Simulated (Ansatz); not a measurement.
Program: Ansatz. Geometries: PBE0-D4/def2-TZVP. ΔE: electronic, gas phase. CBS: MP2 limit from def2 TZ/QZ plus the TZ coupled-cluster correction, frozen cores. DFT in def2-TZVPP. B3LYP here is the variant with VWN-RPA as its local correlation; programs differ in this. For Se outer-core shells are correlated without core-valence functions, which leaves a few kJ/mol of doubt a bond. Scalar relativity is left out up to krypton. Each species was taken in one conformer, which may not be the lowest.

`CC1([SiH3])C[SiH2]1` + `NC[SeH]` → `NC([SiH3])[SeH]` + `CC1C[SiH2]1`  (formal exchange of groups at the Si–C bond)

```
             level  ΔE (kJ/mol)
           PBE0-D4         21.1
          B3LYP-D4         19.7
            r2SCAN         19.3
              PBE0         19.4
SCS-MP2/def2-TZVPP         23.8
CCSD(T)/def2-TZVPP         22.3
      HF/CBS(def2)         23.0
    CCSD/CBS(def2)         22.4
```

**Question.** What does CCSD(T)/CBS give? (Estimate.)

**Answer.** Ansatz gave: +22.4 kJ/mol. The listed levels differ from it by -1.3, -2.7, -3.1, -3.0, 1.4, -0.1, 0.6, 0.0 kJ/mol.

Largest T1 diagnostic among the species: 0.011.

From PBE to PBE0 (25 % exact exchange), in def2-TZVPP and without D4, ΔE moves by +3.1 kJ/mol.
